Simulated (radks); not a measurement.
Q: The nitrogen anion N3-, [Ne], held by a Watson sphere: a shell of charge +3 at radius R that stands for the Madelung well of a crystal (potential energy -3/R inside, -3/r outside, in hartree with lengths in bohr). All-electron calculation, scalar-relativistic Kohn-Sham, LDA (Slater exchange, Perdew-Wang correlation), spin-polarised, spherical densities, point nucleus. Program: a radial shooting solver on a logarithmic mesh with Libxc functionals. Response by self-consistent Sternheimer equations with the Hartree and adiabatic LDA kernel, the relativistic mass of each level held fixed and spin-orbit coupling left out. The sphere does not respond.

R (bohr)  e(1s) (eV)  e(2s) (eV)  e(2p) (eV)  <r> 2p (bohr)  sum of <r^2> (bohr^2)  X-ray form factor at sin(theta)/lambda = 0.2 1/angstrom  alpha (bohr^3)
1.64         -373.66     -20.344      -8.972          1.598                  24.40                                                    5.589           13.52
1.71         -373.84     -19.933      -8.691          1.628                  25.29                                                    5.506           14.70
1.98         -374.46     -18.477      -7.681          1.743                  28.81                                                    5.224           20.18
2.22         -374.86     -17.370      -6.885          1.842                  32.05                                                    5.024           26.59
2.61         -375.22     -15.935      -5.790          2.000                  37.61                                                    4.786           41.17
3.08         -375.37     -14.710      -4.765          2.187                  44.92                                                    4.616           68.18

Estimate the row for R = 1.79 bohr.

A: e(1s) (eV) -374.04; e(2s) (eV) -19.479; e(2p) (eV) -8.379; <r> 2p (bohr) 1.663; sum of <r^2> (bohr^2) 26.32; X-ray form factor at sin(theta)/lambda = 0.2 1/angstrom 5.416; alpha (bohr^3) 16.16.
